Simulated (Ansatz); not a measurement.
| atom | x (Å) | y (Å) | z (Å) |
| --- | --- | --- | --- |
| H | 1.8000 | 0.0000 | 0.0000 |
| H | 0.5562 | 1.7120 | 0.0000 |
| H | -1.4562 | 1.0580 | 0.0000 |
| H | -1.4562 | -1.0580 | 0.0000 |
| H | 0.5562 | -1.7120 | 0.0000 |

Basis set: pcseg-2 (spherical functions). Charge 0, multiplicity 2.

Computed with Ansatz (development build ahead of 0.2.0); each method stands on the lowest determinant of its kind that the runs found. Restricted functionals stand beside restricted open-shell atoms, which can lie above the unrestricted atoms usual in DFT and then raise those values.

The atomization energy at this shape (free ground-state atoms in the same class of orbitals less the molecule, no zero-point energy) of doublet H₅:

```csv
method,atomization energy
PBE (unrestricted),0.78 eV
UHF,0.09 eV
PBE0 (restricted open-shell),-0.99 eV
```

Q: What does ROHF give?

A: -4.82 eV. Caution: the shape is not the minimum. Caution for PBE (unrestricted), UHF: the unrestricted determinant is a mixture of spin states. Caution for PBE0 (restricted open-shell): stretched shape with no unrestricted run beside it, a lower state can exist. Caution for ROHF: an unrestricted determinant lies well below; the molecule lies well above its atoms at this level.
